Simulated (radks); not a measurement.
Results of a calculation; reference values are marked as such.
Question: Successive ionisation energies (eV) of one element, from differences of total energies of ions in their ground configurations, starting at charge 0: 10.528, 23.338, 34.937, 47.331, 72.681, 88.691, 281.39, 329.32, 378.53, 448.80, 505.73, 563.56, 647.68, 705.90, 3210.9, 3477.1. Code: a radial shooting solver on a logarithmic mesh with Libxc functionals. Model: scalar-relativistic Kohn-Sham, LDA (Slater exchange, VWN5 correlation), spin-polarised, spherical densities, finite nucleus; open shells are filled with parallel spins first; Fermi nuclear charge, rms radius 3.2611 fm. Which element is it?

Answer: Sulfur (Z = 16). The first species listed is S in [Ne] 3s2 3p4, the last S15+ in 1s1.
